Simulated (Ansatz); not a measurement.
Basis-set extrapolation for C₃H₇AlO, SMILES `C[C]1(C)[O][AlH]1` (PBE0-D4/def2-TZVP geometry, frozen core, the Gaussian-basis code of Ansatz). Multiplicity 1, RHF reference.

|  | def2-TZVPP | def2-QZVPP |
| --- | --- | --- |
| HF | -434.506504 | -434.523051 |
| MP2 correlation | -0.836410 | -0.893749 |
| CCSD(T) correlation | -0.909364 | not run |

Energies in hartree. Use E(X) = E(∞) + A·exp(−7.88·√X) for Hartree–Fock and E(X) = E(∞) + B·X^(−2.97) for correlation, with X = 3 and 4, and add CCSD(T) minus MP2 of the smaller set to the MP2 limit.

Task: What is the CCSD(T) energy at the basis-set limit?

Result: HF limit: -434.523051 + (-0.016547) × 0.13774 = -434.52533. MP2 limit: -0.893749 + (-0.057339) × 0.74074 = -0.93622. Higher-order term: -0.909364 − (-0.836410) = -0.07295. Total: -435.53450 hartree, 3.23 eV below CCSD(T)/def2-TZVPP.
